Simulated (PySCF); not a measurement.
## ORD: `C[C@@H]1C[C@@H](F)C[C@@H]1S`, C6H11FS

Cartesian coordinates in Å; atom numbers follow the order of the lines, from 1:
```xyz
19

C    -1.8275    0.7276   -0.7644
C    -0.3431    0.4841   -0.5473
C     0.1165   -0.9248   -0.9267
C     1.5069   -1.0375   -0.3059
F     2.4580   -0.6246   -1.2246
C     1.5140   -0.0817    0.8969
C     0.1474    0.6094    0.8997
S    -0.9440   -0.2669    2.1015
H    -2.1075    1.7196   -0.4150
H    -2.4213   -0.0136   -0.2344
H    -2.0621    0.6598   -1.8237
H     0.2281    1.2096   -1.1382
H     0.1519   -1.0841   -2.0027
H    -0.5457   -1.6651   -0.4767
H     1.7837   -2.0636   -0.0462
H     1.6960   -0.6106    1.8315
H     2.3114    0.6497    0.7587
H     0.2043    1.6428    1.2417
H    -1.8769    0.6790    2.1683
```

Computed with TDDFT CAM-B3LYP/def2-SVPD circular dichroism and optical rotation, one conformer, gas phase (PySCF 2.14.0). Geometry: GFN2-xTB.

The molecule is flexible and this is one conformer; a measurement averages over conformers. States above about 8.3 eV (minus the energy of the highest occupied orbital) lie near or above the ionisation threshold and depend on the basis.

Stereocentres: C2 R, C4 R, C7 S.

Task: What is the specific rotation at 633, 589.3, 546, 436, 405, 365, 355 nm?

Result: [α] in deg dm⁻¹ (g/mL)⁻¹:
| λ (nm) | origin-invariant length gauge | modified velocity gauge | length gauge (centre of mass) | isotropic polarisability (au) |
| --- | --- | --- | --- | --- |
| 633 | -39.7 | -44.8 | -39.0 | 90.2 |
| 589.3 | -47.5 | -53.5 | -46.6 | 90.4 |
| 546 | -57.9 | -65.2 | -56.8 | 90.8 |
| 436 | -110.5 | -124.0 | -108.6 | 92.3 |
| 405 | -140.6 | -157.6 | -138.3 | 93.0 |
| 365 | -205.0 | -229.3 | -201.9 | 94.1 |
| 355 | -228.9 | -255.8 | -225.6 | 94.5 |

Task: And for the mirror image at 589.3 nm?

Result: +47.5 deg dm⁻¹ (g/mL)⁻¹ (origin-invariant length gauge): the same size and the opposite sign.

Task: What is the molar rotation [Φ] = [α]·M/100 of the geometry above at 589.3 nm?

Result: With M = 134.21 g/mol, -63.8 deg cm² dmol⁻¹ (origin-invariant length gauge).

The first excitation lies at 5.55 eV (223 nm) with R = -9.5 × 10⁻⁴⁰ esu² cm² (velocity form).
